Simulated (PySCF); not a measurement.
## OsS₄: fields on a plane

Method: PBE0 in PySCF with Os def2-SVP with ECP60, S def2-SVP; scalar-relativistic core potentials, no spin–orbit coupling; density-fitted integrals.

The singlet minimum has Os–S 2.076 Å (×2), Os–S 2.276 Å (×2), S–S 2.073 Å; Os–S–S 62.9° (×2), S–Os–S 54.2°, S–Os–S 115.1°, S–Os–S 118.5° (×4).

The plane holds Os1 at (0.00, 0.00), S2 at (2.28, 0.00), S3 at (1.33, 1.85) Å. Columns run from x = -1.95 to 4.65 Å, rows from y = 4.05 (top) to -1.95 Å, in steps of 0.3 Å. Other isomers or separated fragments may lie lower. Core electrons replaced by a potential are absent, the electrostatic potential uses the reduced nuclear charge, and values within about 0.7 Å of such atoms have no physical meaning.

Give the electron localisation function (set to 0 where the density is under 0.005 e/Å³). Lower edges of the bins: '_' 0.000, '.' 0.091, ':' 0.183, '-' 0.274, '=' 0.366, '+' 0.457, '*' 0.548, '#' 0.640, '%' 0.731, '@' 0.823; top 0.91, each point printed twice.


```
______________________________________________
__________________..::::--::..________________
________________..--==++++++==::______________
______________..--++##%%%%##**==::____________
____________..::++##@@@@@@@@##++--..__________
____________..--**%%%%##@@@@%%**--..__________
____________::++##++__::..%%%%**--..__________
__________..::**%%::%%--**--%%**--..__________
__..::::::::::**%%--**@@====%%**--..__________
__..::======--==%%%%..__..%%%%++==::..________
....::==++**==--==####**##%%%%##**++--::..____
....::--++####++------++##%%##%%%%##++==::____
........==%%@@%%##==::++**......##@@##++--..__
........++%%____%%**--##--++####::@@@@**==::__
..::....**@@____%%++--%%==++####--@@@@##==::__
..::::::++%%%%@@%%==--%%%%......%%@@@@**==..__
..::::::..--++%%##++--**%%##**%%@@@@##++--____
__..::::....::++**++----++**######**++--..____
__....::....::==++==::..::--======--::..______
____........::------..____....::::....________
________......::::..__________________________
```

Give the electron density (e/Å³) (cut at 5 e/Å³). Lower edges of the bins (e/Å³): '0' 0.000, '1' 0.030, '2' 0.076, '3' 0.151, '4' 0.268, '5' 0.455, '6' 0.750, '7' 1.218, '8' 1.960, '9' 3.136; top 5.00.


```
00000000000000000000000
00000000000000000000000
00000000001111000000000
00000000122222100000000
00000001234443210000000
00000012356665321000000
00000013467976421000000
00000123569996531000000
00011224579996532100000
00112344567776532100000
01124555566666543210000
01235788765566665321000
11247999975567876431000
12348944986679997532000
12358944986679997532000
12347999975567876531000
12235688754455655321000
11223455543334443210000
01122233322122221100000
00111112111101110000000
00000111000000000000000
```

Stability towards spin polarisation was not tested. No spin–orbit coupling is included, which matters more the heavier the element.
